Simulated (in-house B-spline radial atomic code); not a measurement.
Successive ionisation energies of rhenium; each step leads to the configuration of the next row (after the last: [Ne] 3s2 3p4). Dirac energy differences include first-order Breit, QED and recoil terms. NIST's values go from ground level to ground level; the uncertainty of those that are theory runs from under 0.1 % in few-electron ions to several per cent in heavy many-electron ones. Computed with a B-spline radial code for spherical atoms: Dirac-Hartree-Fock, average of the configuration, finite nuclei.

```tsv
ion	configuration	ionisation energy (eV)	tabulated value (eV)	tabulated kind	computed minus tabulated (eV)	highest orbital	largest mean radius (bohr)
Re50+	[Ar] 3d7	4638.5	4609	tabulated theory	29	3d5/2	0.19277
Re51+	[Ar] 3d6	?	?	tabulated theory	?	?	?
Re52+	[Ar] 3d5	4912.2	4877	tabulated theory	35	3d5/2	0.19057
Re53+	[Ar] 3d4	5051.4	5099	tabulated theory	-48	3d5/2	0.18949
Re54+	[Ar] 3d3	5192.1	5236	tabulated theory	-44	3d5/2	0.18842
Re55+	[Ar] 3d2	5334.4	5388	tabulated theory	-54	3d5/2	0.18736
Re56+	[Ar] 3d1	5478.3	5528	tabulated theory	-50	3d5/2	0.1863
Re57+	[Ne] 3s2 3p6	?	?	tabulated theory	?	?	?
Re58+	[Ne] 3s2 3p5	6171.2	6042	tabulated theory	129	3p3/2	0.18427
```

Q: Fill in the row of Re51+.

A: ionisation energy (eV): 4774.5; tabulated value (eV): 4745; computed minus tabulated (eV): 30; highest orbital: 3d5/2; largest mean radius (bohr): 0.19167.

Q: Fill in the row of Re57+.

A: ionisation energy (eV): 6043.2; tabulated value (eV): 5919; computed minus tabulated (eV): 124; highest orbital: 3p3/2; largest mean radius (bohr): 0.18526.

Where a p, d or f electron is removed, the computed value is a mean over both j, so it misses the tabulated one by a part of the spin-orbit splitting; averaging over terms and missing correlation add to the gap, relatively most at low charge.
